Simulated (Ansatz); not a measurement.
Molecular dynamics of Cl2F2H2O2W

input.yaml

```yaml
crystal:
  periodic: [false, false, false]
  atoms:
    - { symbol: W, position_ang: [-0.053786, -0.028946, 0.02824] }
    - { symbol: O, position_ang: [-0.14685, -0.046464, 1.87732] }
    - { symbol: H, position_ang: [-0.854857, -0.165661, 2.523702] }
    - { symbol: F, position_ang: [1.798006, 0.053351, 0.095955] }
    - { symbol: O, position_ang: [-0.155108, 1.82627, -0.095002] }
    - { symbol: H, position_ang: [-0.162666, 2.391978, -0.878567] }
    - { symbol: F, position_ang: [-1.91178, -0.238927, 0.098771] }
    - { symbol: Cl, position_ang: [0.161898, -2.313247, -0.226708] }
    - { symbol: Cl, position_ang: [-0.218658, 0.067347, -2.306612] }
basis:
  gaussian: { orbitals: def2-SVP }
hamiltonian:
  xc: pbe0
md:
  timestep: 1.0
  n_steps: 150
  ensemble: nvt_langevin
  temperature: 200.0
  initial_velocities: maxwell_boltzmann
  seed: 608223
  friction: 0.01
```

Launched with:

```bash
$ ansatz run input.yaml --threads 4 --pin off --max-ram 5120MiB --backend cpu --events-out ev --progress --plain --runs-dir out
```

It starts from a relaxed structure.

Output, in part (one step line in 2, the closing report, with atoms numbered from 0):

```
md step     0: t =     0.00 fs  T =   177.8 K  F+E_penalty+E_count = -36404.55427001 eV  E_kin = 0.206816 eV  (36 SCF iters)
md step     2: t =     2.00 fs  T =   163.7 K  F+E_penalty+E_count = -36404.52165043 eV  E_kin = 0.190434 eV  (37 SCF iters)
md step     4: t =     4.00 fs  T =   177.8 K  F+E_penalty+E_count = -36404.53481182 eV  E_kin = 0.206824 eV  (36 SCF iters)
md step     6: t =     6.00 fs  T =   155.4 K  F+E_penalty+E_count = -36404.51004713 eV  E_kin = 0.180732 eV  (37 SCF iters)
md step     8: t =     8.00 fs  T =   167.1 K  F+E_penalty+E_count = -36404.50596798 eV  E_kin = 0.194429 eV  (35 SCF iters)
md step    10: t =    10.00 fs  T =   142.8 K  F+E_penalty+E_count = -36404.49642233 eV  E_kin = 0.166122 eV  (36 SCF iters)
md step    12: t =    12.00 fs  T =   125.0 K  F+E_penalty+E_count = -36404.47705268 eV  E_kin = 0.145436 eV  (37 SCF iters)
md step    14: t =    14.00 fs  T =   174.8 K  F+E_penalty+E_count = -36404.49701532 eV  E_kin = 0.203396 eV  (36 SCF iters)
md step    16: t =    16.00 fs  T =   148.5 K  F+E_penalty+E_count = -36404.46178652 eV  E_kin = 0.172759 eV  (37 SCF iters)
md step    18: t =    18.00 fs  T =   170.3 K  F+E_penalty+E_count = -36404.48687632 eV  E_kin = 0.198074 eV  (36 SCF iters)
md step    20: t =    20.00 fs  T =   183.3 K  F+E_penalty+E_count = -36404.46036015 eV  E_kin = 0.213198 eV  (36 SCF iters)
md step    22: t =    22.00 fs  T =   194.9 K  F+E_penalty+E_count = -36404.48007334 eV  E_kin = 0.226734 eV  (37 SCF iters)
md step    24: t =    24.00 fs  T =   164.5 K  F+E_penalty+E_count = -36404.45137190 eV  E_kin = 0.191401 eV  (36 SCF iters)
md step    26: t =    26.00 fs  T =   180.4 K  F+E_penalty+E_count = -36404.46533797 eV  E_kin = 0.209905 eV  (36 SCF iters)
md step    28: t =    28.00 fs  T =   159.3 K  F+E_penalty+E_count = -36404.43650141 eV  E_kin = 0.185288 eV  (37 SCF iters)
md step    30: t =    30.00 fs  T =   179.7 K  F+E_penalty+E_count = -36404.44764896 eV  E_kin = 0.209097 eV  (37 SCF iters)
md step    32: t =    32.00 fs  T =   202.1 K  F+E_penalty+E_count = -36404.43912209 eV  E_kin = 0.235059 eV  (36 SCF iters)
md step    34: t =    34.00 fs  T =   214.1 K  F+E_penalty+E_count = -36404.45509915 eV  E_kin = 0.249016 eV  (36 SCF iters)
md step    36: t =    36.00 fs  T =   198.8 K  F+E_penalty+E_count = -36404.44999326 eV  E_kin = 0.231233 eV  (37 SCF iters)
md step    38: t =    38.00 fs  T =   188.1 K  F+E_penalty+E_count = -36404.44671265 eV  E_kin = 0.218773 eV  (37 SCF iters)
md step    40: t =    40.00 fs  T =   202.8 K  F+E_penalty+E_count = -36404.46401225 eV  E_kin = 0.235975 eV  (37 SCF iters)
md step    42: t =    42.00 fs  T =   180.6 K  F+E_penalty+E_count = -36404.44243518 eV  E_kin = 0.210059 eV  (36 SCF iters)
md step    44: t =    44.00 fs  T =   183.2 K  F+E_penalty+E_count = -36404.46146935 eV  E_kin = 0.213143 eV  (36 SCF iters)
md step    46: t =    46.00 fs  T =   170.2 K  F+E_penalty+E_count = -36404.42307890 eV  E_kin = 0.197970 eV  (36 SCF iters)
md step    48: t =    48.00 fs  T =   201.1 K  F+E_penalty+E_count = -36404.45321828 eV  E_kin = 0.233988 eV  (36 SCF iters)
md step    50: t =    50.00 fs  T =   131.1 K  F+E_penalty+E_count = -36404.38786563 eV  E_kin = 0.152553 eV  (37 SCF iters)
md step    52: t =    52.00 fs  T =   165.0 K  F+E_penalty+E_count = -36404.42833847 eV  E_kin = 0.191936 eV  (36 SCF iters)
md step    54: t =    54.00 fs  T =   131.8 K  F+E_penalty+E_count = -36404.37281868 eV  E_kin = 0.153320 eV  (36 SCF iters)
md step    56: t =    56.00 fs  T =   162.7 K  F+E_penalty+E_count = -36404.40742996 eV  E_kin = 0.189245 eV  (36 SCF iters)
md step    58: t =    58.00 fs  T =   131.6 K  F+E_penalty+E_count = -36404.37022896 eV  E_kin = 0.153041 eV  (37 SCF iters)
md step    60: t =    60.00 fs  T =   149.5 K  F+E_penalty+E_count = -36404.41022983 eV  E_kin = 0.173937 eV  (35 SCF iters)
md step    62: t =    62.00 fs  T =   152.4 K  F+E_penalty+E_count = -36404.38373183 eV  E_kin = 0.177266 eV  (36 SCF iters)
md step    64: t =    64.00 fs  T =   171.2 K  F+E_penalty+E_count = -36404.41612735 eV  E_kin = 0.199175 eV  (36 SCF iters)
md step    66: t =    66.00 fs  T =   171.4 K  F+E_penalty+E_count = -36404.41522801 eV  E_kin = 0.199392 eV  (36 SCF iters)
md step    68: t =    68.00 fs  T =   190.2 K  F+E_penalty+E_count = -36404.43341191 eV  E_kin = 0.221288 eV  (36 SCF iters)
md step    70: t =    70.00 fs  T =   179.5 K  F+E_penalty+E_count = -36404.42559451 eV  E_kin = 0.208868 eV  (37 SCF iters)
md step    72: t =    72.00 fs  T =   181.6 K  F+E_penalty+E_count = -36404.42794103 eV  E_kin = 0.211218 eV  (37 SCF iters)
md step    74: t =    74.00 fs  T =   196.2 K  F+E_penalty+E_count = -36404.42763830 eV  E_kin = 0.228264 eV  (37 SCF iters)
md step    76: t =    76.00 fs  T =   198.9 K  F+E_penalty+E_count = -36404.42367470 eV  E_kin = 0.231372 eV  (36 SCF iters)
md step    78: t =    78.00 fs  T =   207.4 K  F+E_penalty+E_count = -36404.42032209 eV  E_kin = 0.241293 eV  (37 SCF iters)
md step    80: t =    80.00 fs  T =   201.2 K  F+E_penalty+E_count = -36404.40192767 eV  E_kin = 0.234015 eV  (35 SCF iters)
md step    82: t =    82.00 fs  T =   216.0 K  F+E_penalty+E_count = -36404.42245116 eV  E_kin = 0.251286 eV  (37 SCF iters)
md step    84: t =    84.00 fs  T =   214.5 K  F+E_penalty+E_count = -36404.39963772 eV  E_kin = 0.249483 eV  (37 SCF iters)
md step    86: t =    86.00 fs  T =   198.1 K  F+E_penalty+E_count = -36404.40703969 eV  E_kin = 0.230403 eV  (37 SCF iters)
md step    88: t =    88.00 fs  T =   184.6 K  F+E_penalty+E_count = -36404.38816526 eV  E_kin = 0.214753 eV  (37 SCF iters)
md step    90: t =    90.00 fs  T =   198.8 K  F+E_penalty+E_count = -36404.40393471 eV  E_kin = 0.231327 eV  (37 SCF iters)
md step    92: t =    92.00 fs  T =   176.9 K  F+E_penalty+E_count = -36404.37868470 eV  E_kin = 0.205814 eV  (36 SCF iters)
md step    94: t =    94.00 fs  T =   183.8 K  F+E_penalty+E_count = -36404.38934746 eV  E_kin = 0.213789 eV  (37 SCF iters)
md step    96: t =    96.00 fs  T =   158.7 K  F+E_penalty+E_count = -36404.35297488 eV  E_kin = 0.184592 eV  (37 SCF iters)
md step    98: t =    98.00 fs  T =   172.9 K  F+E_penalty+E_count = -36404.38979966 eV  E_kin = 0.201131 eV  (36 SCF iters)
md step   100: t =   100.00 fs  T =   149.7 K  F+E_penalty+E_count = -36404.36052637 eV  E_kin = 0.174121 eV  (36 SCF iters)
md step   102: t =   102.00 fs  T =   164.3 K  F+E_penalty+E_count = -36404.39404464 eV  E_kin = 0.191122 eV  (36 SCF iters)
md step   104: t =   104.00 fs  T =   161.4 K  F+E_penalty+E_count = -36404.36980449 eV  E_kin = 0.187709 eV  (36 SCF iters)
md step   106: t =   106.00 fs  T =   176.4 K  F+E_penalty+E_count = -36404.39859688 eV  E_kin = 0.205167 eV  (36 SCF iters)
md step   108: t =   108.00 fs  T =   144.7 K  F+E_penalty+E_count = -36404.36370813 eV  E_kin = 0.168379 eV  (36 SCF iters)
md step   110: t =   110.00 fs  T =   170.9 K  F+E_penalty+E_count = -36404.39020366 eV  E_kin = 0.198796 eV  (36 SCF iters)
md step   112: t =   112.00 fs  T =   157.0 K  F+E_penalty+E_count = -36404.35914211 eV  E_kin = 0.182628 eV  (36 SCF iters)
md step   114: t =   114.00 fs  T =   157.0 K  F+E_penalty+E_count = -36404.38099216 eV  E_kin = 0.182692 eV  (36 SCF iters)
md step   116: t =   116.00 fs  T =   137.7 K  F+E_penalty+E_count = -36404.35648356 eV  E_kin = 0.160187 eV  (36 SCF iters)
md step   118: t =   118.00 fs  T =   154.7 K  F+E_penalty+E_count = -36404.38786328 eV  E_kin = 0.180025 eV  (36 SCF iters)
md step   120: t =   120.00 fs  T =   153.3 K  F+E_penalty+E_count = -36404.37589821 eV  E_kin = 0.178334 eV  (35 SCF iters)
md step   122: t =   122.00 fs  T =   173.6 K  F+E_penalty+E_count = -36404.39089089 eV  E_kin = 0.201975 eV  (36 SCF iters)
md step   124: t =   124.00 fs  T =   161.7 K  F+E_penalty+E_count = -36404.38876690 eV  E_kin = 0.188164 eV  (36 SCF iters)
md step   126: t =   126.00 fs  T =   182.6 K  F+E_penalty+E_count = -36404.39930841 eV  E_kin = 0.212419 eV  (36 SCF iters)
md step   128: t =   128.00 fs  T =   181.9 K  F+E_penalty+E_count = -36404.38871289 eV  E_kin = 0.211631 eV  (36 SCF iters)
md step   130: t =   130.00 fs  T =   191.3 K  F+E_penalty+E_count = -36404.39469050 eV  E_kin = 0.222496 eV  (36 SCF iters)
md step   132: t =   132.00 fs  T =   169.4 K  F+E_penalty+E_count = -36404.38798177 eV  E_kin = 0.197075 eV  (36 SCF iters)
md step   134: t =   134.00 fs  T =   186.6 K  F+E_penalty+E_count = -36404.38015514 eV  E_kin = 0.217026 eV  (37 SCF iters)
md step   136: t =   136.00 fs  T =   181.4 K  F+E_penalty+E_count = -36404.38067880 eV  E_kin = 0.211034 eV  (37 SCF iters)
md step   138: t =   138.00 fs  T =   157.0 K  F+E_penalty+E_count = -36404.36868473 eV  E_kin = 0.182651 eV  (38 SCF iters)
md step   140: t =   140.00 fs  T =   166.7 K  F+E_penalty+E_count = -36404.38430393 eV  E_kin = 0.193935 eV  (35 SCF iters)
md step   142: t =   142.00 fs  T =   165.0 K  F+E_penalty+E_count = -36404.37386198 eV  E_kin = 0.191979 eV  (37 SCF iters)
md step   144: t =   144.00 fs  T =   181.0 K  F+E_penalty+E_count = -36404.40031699 eV  E_kin = 0.210553 eV  (37 SCF iters)
md step   146: t =   146.00 fs  T =   190.9 K  F+E_penalty+E_count = -36404.39971855 eV  E_kin = 0.222074 eV  (37 SCF iters)
md step   148: t =   148.00 fs  T =   246.9 K  F+E_penalty+E_count = -36404.42752926 eV  E_kin = 0.287184 eV  (37 SCF iters)
md step   150: t =   150.00 fs  T =   246.5 K  F+E_penalty+E_count = -36404.43430732 eV  E_kin = 0.286733 eV  (36 SCF iters)
Total energy: -36404.43436191 eV, -1337.8382869882 hartree
Atom 0 at    -0.030579     0.157957    -0.099925 Å, force    -1.388740    -0.332024     0.437199 eV/Å
Atom 1 at    -0.294215     0.171267     1.761312 Å, force     0.376822    -0.182904    -0.848001 eV/Å
Atom 2 at    -0.689761    -0.465366     2.370790 Å, force    -0.019442     0.025582     0.014025 eV/Å
Atom 3 at     1.813703     0.083964     0.088931 Å, force    -0.072525    -0.074370     0.026911 eV/Å
Atom 4 at     0.046669     1.979465    -0.341251 Å, force     0.035349    -1.580350     1.073501 eV/Å
Atom 5 at     0.061058     2.723368    -0.907641 Å, force     0.014935     1.331405    -1.057376 eV/Å
Atom 6 at    -1.931457     0.231321    -0.225025 Å, force     1.035109    -0.109435    -0.191796 eV/Å
Atom 7 at    -0.170765    -2.212403    -0.063497 Å, force     0.084875     0.762102     0.173703 eV/Å
Atom 8 at     0.120864    -0.137058    -2.418190 Å, force    -0.066383     0.159993     0.371833 eV/Å
Dipole moment:    -0.036780     0.583300     0.341398 e Å
```

The run went to its last step. The mean temperature of the second half is 11 % below the set value. A run of 0.15 ps of so small a system gives no equilibrium averages.

The same pairs are bonded in the first frame and the last. Pairs count as bonded within 1.25 times the sum of covalent radii (0.12 Å more for H–H).

Last frame:

```xyz
9
Properties=species:S:1:pos:R:3
W -0.031 0.158 -0.100
O -0.294 0.171 1.761
H -0.690 -0.465 2.371
F 1.814 0.084 0.089
O 0.047 1.980 -0.341
H 0.061 2.723 -0.908
F -1.931 0.231 -0.225
Cl -0.171 -2.212 -0.064
Cl 0.121 -0.137 -2.418
```

Run time: 9.2 min on 4 threads of Arm Neoverse V1 (shared host), peak memory 0.39 GiB.
